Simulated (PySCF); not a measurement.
Chain-length series, n-germane amino/formyl (end groups after the name). All species are isolated molecules in the gas phase. One relaxed conformer stands for each flexible species; it need not be the lowest. Strings in code marks are SMILES.

The vertical ionisation energy (Delta-SCF) from two functionals at the same geometries (PBE0-D4/def2-SVP), both in PySCF: PBE-D3(BJ)/def2-TZVP and PBE0-D4/def2-TZVP. Delta-SCF ions had no search for a lower state. 

| species | PBE-D3(BJ)/def2-TZVP (eV) | PBE0-D4/def2-TZVP (eV) |
|---|---|---|
| n = 1 (`[NH2][GeH2][CH]=O`) | 8.49 | 8.89 |
| n = 4 (`[NH2][GeH2][GeH2][GeH2][GeH2][CH]=O`) | 7.59 | 8.13 |
| n = 5 (`[GeH2]([GeH2][GeH2][GeH2][CH]=O)[GeH2][NH2]`) | 7.42 | 8.00 |

Over these rows, drawn at random from the members with no instability flagged (it was tested for open shells, ions and some series alone), PBE minus PBE0-D4: mean -0.50 eV, from -0.57 eV to -0.40 eV.
